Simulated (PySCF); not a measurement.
**Cs⁴⁹⁺: ionisation energy**

Cs⁴⁹⁺ [He] 2s2 2p2 (3P) → Cs⁵⁰⁺ [He] 2s2 2p1 (2P), as a difference of total energies. Calculation: PySCF 2.14, in an uncontracted even-tempered set (19 s from 25 bohr⁻², ratio 2.2; 12 p from 32 bohr⁻², ratio 2.2; 5 d from 120 bohr⁻², ratio 2.4; 5 f from 180 bohr⁻², ratio 2.4; 4 g from 270 bohr⁻², ratio 2.4); the spin-free X2C one-electron Hamiltonian (Gaussian nucleus). Correlated levels: nothing frozen; virtual orbitals above 40 to 60 times the deepest correlated orbital energy dropped. The calculations carry no spin-orbit coupling.

```json
{"method": "UHF", "ionisation energy (eV)": "9126.4", "difference from reference (eV)": "-223.6"}
{"method": "LDA", "ionisation energy (eV)": "9120.9", "difference from reference (eV)": "-229.1"}
{"method": "PBE", "ionisation energy (eV)": "9124.6", "difference from reference (eV)": "-225.4"}
{"method": "PBE0", "ionisation energy (eV)": "9125.3", "difference from reference (eV)": "-224.7"}
{"method": "r2SCAN", "ionisation energy (eV)": "9129.2", "difference from reference (eV)": "-220.8"}
{"method": "BHandHLYP", "ionisation energy (eV)": "9126.9", "difference from reference (eV)": "-223.1"}
{"method": "revPBE", "ionisation energy (eV)": "9124.3", "difference from reference (eV)": "-225.7"}
{"method": "MP2 (all electrons)", "ionisation energy (eV)": "9126.0", "difference from reference (eV)": "-224.0"}
{"method": "SCS-MP2 (all electrons)", "ionisation energy (eV)": "9125.6", "difference from reference (eV)": "-224.4"}
```

Reference: 9350 ± 4 eV (theoretical estimate listed by NIST; NIST Atomic Spectra Database, ionization energies).

Spin-orbit coupling is strong in these open shells (close to jj coupling). The scalar numbers leave it out and a first-order estimate fails, so it can dominate the gap to the real levels.

For this ion Breit and QED terms and the two-electron picture change, all absent here, outweigh the differences among the correlated methods.
